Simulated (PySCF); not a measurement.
H4N2Zn: core ionisation energies

Zn(NH2)2 (singlet state).
Z-matrix (Å and degrees, PBE0-D3(BJ)/def2-SVP geometry), rows numbered from 1:
```
Zn
N   1  1.8151
H   2  1.0166  1  117.70
H   2  1.0168  1  117.88  3   131.08
N   1  1.8149  2  173.84  3   156.43
H   5  1.0167  1  117.85  2   -67.10
H   5  1.0165  1  117.80  2   161.70
```

Computed, not measured: delta-SCF UKS SCAN, pcX-2 on the ionised atom (unc-x2c-TZVPall on a metal), pcseg-1 elsewhere, spin-free X2C (PySCF 2.14.0). Each binding energy is the total energy of the core-ionised species, with the hole localised on one atom, minus that of the ground state; both are solved self-consistently, so orbital relaxation is included.

Task: List the computed XPS lines with their assignment.

Result: 
```json
{"atom(s)": "N2/N5", "bonded to": "2 H and Zn", "level": "N 1s", "binding energy (eV)": "403.90", "count": "2"}
```

Task: Which photon wavelength matches the N 1s of N2 (atom 2)/N5 threshold?

Result: λ = hc/E = 12398.42 eV Å / 403.90 eV = 30.697 Å.

Task: Which photon energy gives electrons from N 1s of N2/N5 a kinetic energy of 150 eV, and what is their de Broglie wavelength?

Result: hν = 403.90 + 150 = 553.90 eV, recoil neglected; λ = 12.264 Å/√(E/eV) = 1.00 Å.

The first atom of each set that the bonding makes equivalent was ionised and stands for the set. Not every level is listed. No level of zinc is listed. Isolated species at its PBE0-D3(BJ)/def2-SVP geometry, gas phase. Metal 2p energies of this one-determinant scheme are less reliable than its 1s energies.
